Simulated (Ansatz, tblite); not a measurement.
Isomers of Pd4H7 (doublet), found by a short tight-binding search and relaxed with PBE0-D4/def2-SVP in Ansatz.

In the def2 sets Pd takes a core potential; there is no spin–orbit coupling. The xTB rows come from tblite. Correlated methods freeze no core orbitals; core or outer-core shells of Pd are correlated, in sets that lack core-valence functions.

Run but left out: HF/def2-TZVP, B2PLYP/def2-TZVP, MP2/def2-TZVP (A: ⟨S²⟩ 0.96 to 1.55, where a pure state has 0.75).

Other spin states weren't relaxed.

A:

```csv
atom,x (Å),y (Å),z (Å)
Pd1,1.171,0.512,1.151
Pd2,-0.167,0.895,-1.275
Pd3,-0.663,-1.230,0.221
Pd4,0.597,-1.646,2.690
H5,-0.354,2.279,-2.366
H6,-0.133,-0.360,1.809
H7,-1.451,-2.171,-0.936
H8,0.524,1.690,0.041
H9,0.402,1.978,-2.550
H10,1.810,-0.601,2.280
H11,-1.736,-1.349,-1.065
```

B:

```tsv
atom	x (Å)	y (Å)	z (Å)
Pd1	-1.559	-2.718	-0.213
Pd2	-0.520	-0.565	1.226
Pd3	-1.003	-0.344	-1.408
Pd4	1.060	1.078	-0.114
H5	-2.091	-1.655	-1.364
H6	2.051	2.473	-0.547
H7	-0.102	-0.191	2.823
H8	2.410	1.835	-0.951
H9	0.011	1.076	-1.433
H10	-0.325	-1.524	-0.376
H11	0.069	0.535	2.358
```

C:

```xyz
11

Pd    1.536   -0.240    1.721
Pd    0.987    0.423   -0.939
Pd   -1.661    0.343   -1.752
Pd   -0.976    0.170    0.790
H    -3.198   -0.233   -1.427
H     3.126   -0.901    1.606
H    -0.080    0.222    2.193
H    -0.004    0.507   -2.286
H    -3.263    0.639   -1.376
H     3.129   -0.234    1.077
H     0.403   -0.695    0.393
```

D:

```csv
atom,x (Å),y (Å),z (Å)
Pd1,-1.9621,0.2456,-0.7367
Pd2,0.5797,0.4390,-1.7079
Pd3,-0.1560,-1.0474,0.5617
Pd4,-0.0870,1.6638,0.7132
H5,1.6748,-0.8660,-1.8943
H6,-0.9498,-2.3754,1.3377
H7,-0.6144,1.4786,-0.9619
H8,0.5658,1.9593,2.2747
H9,1.8140,-0.3956,-2.5922
H10,-0.6645,-2.7034,0.5920
H11,-0.2004,1.6014,2.4138
```

Estimate their order by electronic energy at ωB97M-V/def2-TZVP, counted from the lowest.

D (0.00) < C (0.14) < B (0.36) < A (0.38), in eV.

Do the other levels pick the same lowest one?

Not GFN1-xTB, GFN2-xTB, LDA (SPW92)/def2-TZVP, PBE-D4/def2-SVP, PBE-D4/def2-TZVP, r2SCAN-D4/def2-TZVP, PBE0-D4/def2-SVP, PBE0-D4/def2-TZVP, RPA@PBE/def2-TZVP. Energies above each level's lowest (eV):

```
                level     A     B     C     D
             GFN1-xTB  0.26  0.26  0.00  0.18
             GFN2-xTB  0.97  0.94  0.00  1.39
LDA (SPW92)/def2-TZVP  0.37  0.37  0.00  0.40
      PBE-D4/def2-SVP  0.30  0.31  0.00  0.27
     PBE-D4/def2-TZVP  0.31  0.31  0.00  0.19
  r2SCAN-D4/def2-TZVP  0.34  0.35  0.00  0.21
     PBE0-D4/def2-SVP  0.24  0.24  0.00  0.10
    PBE0-D4/def2-TZVP  0.25  0.24  0.00  0.04
    ωB97M-V/def2-TZVP  0.38  0.36  0.14  0.00
    RPA@PBE/def2-TZVP  0.37  0.37  0.00  0.03
```
Point groups (tolerance 0.1 Å): A not assigned, B not assigned, C not assigned, D not assigned. A and B have the same bonds, so they are conformers or stereoisomers. Lower isomers may exist.
